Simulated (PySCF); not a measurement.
Parent: `[CH3:1][B:2]([F:3])[F:4]`, CH3BF2.

Method used: PBE0-D3(BJ)/def2-SVP geometry optimisation, gas phase (PySCF). One conformer each, not checked by frequencies here.

```csv
coordinate of the parent,value
C1–B2,1.558 Å
B2–F3,1.323 Å
B2–F4,1.323 Å
C1–B2–F3,122.9°
C1–B2–F4,121.2°
F3–B2–F4,115.9°
```

How does the shared frame change in `[OH:1][B:2]([OH:3])[CH2:4][B:5]([F:6])[F:7]` with H–O1–B2–O3 1°, O1–B2–O3–H 0°, O1–B2–C4–B5 94°, B2–C4–B5–F6 92°, CH4B2F2O2? Atoms pair as C1 = C4, B2 = B5, F3 = F6, F4 = F7 (parent first).

```tsv
parent	relative	value in the relative	change
C1–B2	C4–B5	1.552 Å	-0.006
B2–F3	B5–F6	1.325 Å	+0.002
B2–F4	B5–F7	1.324 Å	+0.001
C1–B2–F3	C4–B5–F6	122.6°	-0.3
C1–B2–F4	C4–B5–F7	121.9°	+0.7
F3–B2–F4	F6–B5–F7	115.5°	-0.4
```

Of the parent's bonds, C1–B2 changes most (-0.006 Å). Bonds of the relative outside the shared frame: O1–B2 1.364, B2–O3 1.364, B2–C4 1.578 Å.

How does the shared frame change in `[CH3:1][CH2:2][CH2:3][B:4]([F:5])[F:6]` with C1–C2–C3–B4 180°, C2–C3–B4–F5 -177°, C3H7BF2? Atoms pair as C1 = C3, B2 = B4, F3 = F6, F4 = F5 (parent first).

```csv
parent,relative,value in the relative,change
C1–B2,C3–B4,1.560 Å,+0.002
B2–F3,B4–F6,1.323 Å,0.000
B2–F4,B4–F5,1.323 Å,0.000
C1–B2–F3,C3–B4–F6,122.9°,0.0
C1–B2–F4,C3–B4–F5,121.1°,-0.1
F3–B2–F4,F6–B4–F5,116.0°,+0.1
```

No shared bond changes by more than 0.004 Å. Bonds of the relative outside the shared frame: C1–C2 1.520, C2–C3 1.524 Å.
